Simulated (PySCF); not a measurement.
# What a mistake does to a calculation on B2ClH4O anion

These are calculations, not measurements. The program is PySCF 2.14.0, an open-source quantum chemistry code, run on an isolated molecule that a program drew, which may never have been made. The molecule is B2ClH4O anion (charge -1, singlet), drawn as the SMILES string `BO[BH2-]Cl`.

Each row is a Hartree-Fock (HF) and frozen-core CCSD(T) single point in the aug-cc-pV(D+d)Z basis, meant for a local HF minimum. Run 1 is clean. Each other run has one planted mistake out of seven kinds, and not every kind appears here: one electron removed, one electron added, multiplicity raised by two, geometry at a saddle point, minimal basis STO-3G, one bond length entered in bohr, all coordinates scaled. The reference is restricted for singlets and unrestricted otherwise, and also for a bond in bohr. Adding or removing an electron swaps singlet and doublet. Electrons count all cores. HOMO and LUMO are orbital energies over both spins, the gradient is its largest component, and the lowest frequency (negative if imaginary) is given only where the gradient is small. Bond lengths are over the 7 bonds as drawn. T1 is the CCSD diagnostic: over 0.02 (restricted) or 0.045 (unrestricted) a single reference is doubtful.

Geometry of the clean run:
```xyz
8
B2ClH4O anion, angstrom
B    -1.4798    0.5383    1.2483
O    -1.1549    1.5805    0.5075
B    -2.0143    2.2381   -0.4886
Cl   -3.0501    3.7014    0.4751
H    -2.5473   -0.0288    1.1524
H    -0.6692    0.1123    2.0514
H    -2.8763    1.5074   -0.9406
H    -1.3498    2.8305   -1.3146
```

```
run  electrons  basis functions  <S^2>  HOMO (eV)  LUMO (eV)  gradient (hartree/bohr)  lowest frequency (cm^-1)  mean bond (Å)  longest bond (Å)      T1  HF (hartree)  CCSD(T) (hartree)                          mistake
  1         40              137  0.000      -5.67       3.53                  8.8e-06                        59         1.3839             2.035  0.0146    -586.21976         -586.83410                         no fault
  2         40              137  0.489      -4.87       3.74                  2.8e-02                         -         1.5387             2.302  0.0545    -586.10920         -586.73101  one bond length entered in bohr
  3         40              137  0.000      -5.40       3.54                  6.6e-02                         -         1.2940             1.903  0.0131    -586.18725         -586.79471           all coordinates scaled
  4         40               28  0.000      -2.71      13.61                  2.5e-02                         -         1.3839             2.035  0.0182    -579.56595         -579.73661                                ?
  5         39              137  0.761     -11.42      -2.75                  4.6e-02                         -         1.3839             2.035  0.0536    -586.06495         -586.65269                                ?
```

**Which mistake was planted in run 4, and what did it cost?**

It has 28 basis functions where the clean run has 137, with the same electrons and geometry. So the mistake is: minimal basis STO-3G. Subtracting run 1 and multiplying by 627.51 kcal/mol a hartree, the energy moved by 4175.3 kcal/mol in HF and 4453.7 kcal/mol in CCSD(T).

**Which mistake was planted in run 5, and what did it cost?**

It counts 39 electrons, one fewer than the clean run, at the same geometry and basis. So the mistake is: one electron removed. Subtracting run 1 and multiplying by 627.51 kcal/mol a hartree, the energy moved by 97.1 kcal/mol in HF and 113.8 kcal/mol in CCSD(T).

Cautions from the logs. Run 2: T1 is over the limit, so its CCSD(T) energy is less reliable; run 5: T1 is over the limit, so its CCSD(T) energy is less reliable.
